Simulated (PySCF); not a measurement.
BFHI, SMILES FBI. Coordinates come from a PBE-D3(BJ)/def2-TZVP optimisation. The def2 effective core potentials stand for the cores of I; spin–orbit coupling is left out.

Computed equilibrium geometry at PBE-D3(BJ)/def2-TZVP (PySCF confirms it by a frequency run) as a Z-matrix, and its point group:
point group Cs.
```
B
F 1 1.3215
H 1 1.1974 2 120.63
I 1 2.1338 3 120.10 2 180.00
```
